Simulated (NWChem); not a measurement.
# C$_{2}$H$_{5}$ClOSi; SMILES [Si@H](O)(C=C)Cl

```xyz
10

C      0.6437     2.4659     0.3524
C      0.9645     1.2738    -0.1685
Si    -0.3119    -0.0415    -0.4851
O     -1.7506     0.3037     0.2589
Cl     0.4765    -1.8495     0.2099
H     -0.3810     2.7177     0.6196
H      1.3854     3.2424     0.5329
H      2.0073     1.0748    -0.4198
H     -0.6467    -0.2386    -1.9090
H     -1.7429     0.3592     1.2254
```
Atoms are numbered in this order, from 1.

All runs: NWChem. Pople sets run with spherical d functions. The geometry was optimised at B3LYP/6-31G* (spherical d). LC-ωPBE (HJS hole) with 6-31G*; x = 1 − exp(−ω/0.25 bohr⁻¹) is a scale chosen for this fit.

```
row           x  −ε(HOMO) (eV)
--------  -----  -------------
ω = 0.10  0.330           8.48
ω = 0.20  0.551           9.68
ω = 0.30  0.699          10.51
ω = 0.35  0.753       withheld
```

Fit a straight line of the last column on the one before it, predict the withheld value, and compare with the run.


1. Means of the 3 shown rows: x = 0.5267, y = 9.557. Slope Σ(x − x̄)(y − ȳ)/Σ(x − x̄)² = 0.3790/0.06897 = 5.496; intercept 6.662.
2. The shown rows scatter about the line by 0.007 (root mean square); the largest residual is -0.01, at ω = 0.20.
3. At x = 0.753 (ω = 0.35; beyond the shown range) the line gives 10.80.
4. The run gives 10.81, +0.01 from the line.
